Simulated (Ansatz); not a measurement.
System (SMILES): [GaH] (GaH) (closed-shell singlet).
Atoms: Ga1, H2. Bonds: Ga1-H2.

Basis-set convergence of the optimised Ga1-H2 bond length at CCSD(T) with Ansatz (a first-principles code). The reference of a correlated method is not its basis-set limit, which lies further on. Cartesian d functions, on some or all atoms, in 6-31G**; all else is spherical. Cores are frozen (with 3d on Ga to Br). No added dispersion term, no relativity. Reference: the value in aug-pcseg-3, 1.6857 Å, itself unsure by roughly 0.0008 Å (its mean distance from aug-cc-pVQZ, def2-QZVPPD, pcseg-3).

```tsv
basis	functions	optimised Ga1-H2 bond length (Å)
pcseg-0	24	…
pcseg-1	32	…
def2-SVP	37	…
6-31G**	40	1.6839
6-311G**	50	…
def2-TZVP	54	1.6829
def2-TZVPPD	71	1.6891
aug-pcseg-2	82	1.6859
cc-pVQZ	98	1.6864
pcseg-3	101	1.6856
def2-QZVP	105	1.6863
def2-QZVPP	119	1.6858
def2-QZVPPD	128	1.6861
```

Question: Some entries are withheld; supply them.

Answer: 
- pcseg-0, optimised Ga1-H2 bond length (Å): 1.7151
- pcseg-1, optimised Ga1-H2 bond length (Å): 1.6761
- def2-SVP, optimised Ga1-H2 bond length (Å): 1.6784
- 6-311G**, optimised Ga1-H2 bond length (Å): 1.6801
